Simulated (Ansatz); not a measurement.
`[SiH3]NBS` + `N[SiH](O)F` → `N[SiH3]` + `O[SiH](F)NBS`  (redistribution)

Calculated with Ansatz (gas phase, PBE0-D4/def2-TZVP geometries, no zero-point term in ΔE). CBS: MP2 limit from def2 TZ/QZ plus the TZ coupled-cluster correction, frozen cores. This one scheme is used for every species. Functionals use def2-TZVPP. B3LYP here is the variant with VWN-RPA as its local correlation; programs differ in this. HSE06 is defined as in plane-wave codes. Each species was taken in one conformer, which may not be the lowest.

```
             level  ΔE (kcal/mol)  difference from CCSD(T)/CBS
       LDA (SPW92)            1.8                          0.1
            PBE-D4            1.4                         -0.3
         revPBE-D4            1.3                         -0.4
           BLYP-D4            1.3                         -0.4
         r2SCAN-D4            1.4                         -0.3
            B97M-V            1.2                         -0.5
           PBE0-D4            1.4                         -0.3
          B3LYP-D4            1.3                         -0.4
        r2SCANh-D4            1.4                         -0.3
          HSE06-D4            1.4                         -0.3
          BHLYP-D4            1.4                         -0.3
      CAM-B3LYP-D4            1.5                         -0.2
           ωB97X-V            1.4                         -0.3
           ωB97M-V            1.4                         -0.3
          PBE-QIDH            1.6                         -0.1
               PBE            1.6                         -0.1
            revPBE            1.5                         -0.2
              BLYP            1.6                         -0.1
            r2SCAN            1.5                         -0.2
              PBE0            1.6                         -0.1
             B3LYP            1.6                         -0.1
           r2SCANh            1.5                         -0.2
             HSE06            1.6                         -0.1
             BHLYP            1.6                         -0.1
         CAM-B3LYP            1.6                         -0.1
           LC-ωPBE            1.7                          0.0
RPA@PBE/def2-TZVPP            1.4                         -0.3
       HF/def2-SVP            1.2                         -0.5
      MP2/def2-SVP            1.1                         -0.6
     CCSD/def2-SVP            1.1                         -0.6
  CCSD(T)/def2-SVP            1.0                         -0.7
     HF/def2-TZVPP            1.5                         -0.2
SCS-MP2/def2-TZVPP            1.6                         -0.1
   CCSD/def2-TZVPP            1.6                         -0.1
CCSD(T)/def2-TZVPP            1.6                         -0.1
     HF/def2-QZVPP            1.5                         -0.2
    MP2/def2-QZVPP            1.8                          0.1
SCS-MP2/def2-QZVPP            1.7                          0.0
     MP2/CBS(def2)            1.8                          0.1
    CCSD/CBS(def2)            1.8                          0.1
       CCSD(T)/CBS            1.7                            0
```

Problem. What do rigid-rotor, harmonic-oscillator terms from PBE0-D4/def2-TZVP frequencies (298.15 K, 1 bar) make of the CCSD(T)/CBS value? (Best estimate.)

Solution. Ansatz gave: ΔZPE = -0.3 kcal/mol, ΔH = +1.7 kcal/mol, ΔS = 2 J/(mol·K), ΔG = +1.5 kcal/mol. Modes under 50 cm⁻¹ make the entropy rough.

Largest T1 diagnostic among the species: 0.012.

Leaving LDA and LC-ωPBE aside and taking each functional with its dispersion term where it has one, the values spread over 0.4 kcal/mol, from B97M-V to PBE-QIDH.
